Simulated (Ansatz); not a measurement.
Geometry optimisation, RKS CAM-B3LYP/STO-3G (Ansatz).

input.yaml

```yaml
crystal:
  periodic: [false, false, false]
  atoms:
    - { symbol: O, position_ang: [0.4832, 0.5124, -1.2924] }
    - { symbol: B, position_ang: [-0.1268, -0.3651, -0.3179] }
    - { symbol: S, position_ang: [-1.86424, -0.94344, -0.61066] }
    - { symbol: Cl, position_ang: [0.71013, -0.83519, 1.16536] }
    - { symbol: H, position_ang: [0.1749, 1.4497, -1.0007] }
    - { symbol: H, position_ang: [-1.44552, -2.10004, -1.30772] }
basis:
  gaussian: { orbitals: STO-3G }
hamiltonian:
  xc: cam_b3lyp
relax:
  f_tol: 0.015
  max_steps: 40
output:
  orbitals: {}
```

Launched with:

```bash
$ ansatz run input.yaml --threads 1 --pin off --max-ram 2048MiB --backend cpu --events-out ev --progress --plain --runs-dir out
```

Task: Where does it end, and by what steps?

Result: It converged. Limits of this set-up: minimal basis. After 11 steps the energy has fallen by 1.654 eV; H6 moved furthest, 0.77 Å.

```csv
step,energy less start (eV),largest force component (eV/Å),accepted
0,0.0000,2.858,yes
1,-0.1445,2.151,yes
2,-0.3023,1.953,yes
3,-0.4873,3.028,yes
4,-1.1552,1.355,yes
5,-1.4873,0.548,yes
6,-1.6117,0.449,yes
7,-1.6517,0.111,yes
8,-1.6538,0.074,yes
9,-1.6541,0.043,yes
10,-1.6542,0.021,yes
11,-1.6542,0.014,yes
```

```xyz
6
Properties=species:S:1:pos:R:3
O 0.482 0.897 -0.662
B -0.094 -0.304 -0.407
S -1.562 -0.903 -1.215
Cl 0.757 -1.288 0.849
H -0.037 1.399 -1.371
H -1.615 -2.082 -0.558
```

Whether the end is a true minimum wasn't checked by a vibrational analysis.

Time of the run: 22 s on 1 thread of Arm Neoverse V2 (shared host), peak memory 0.13 GiB.
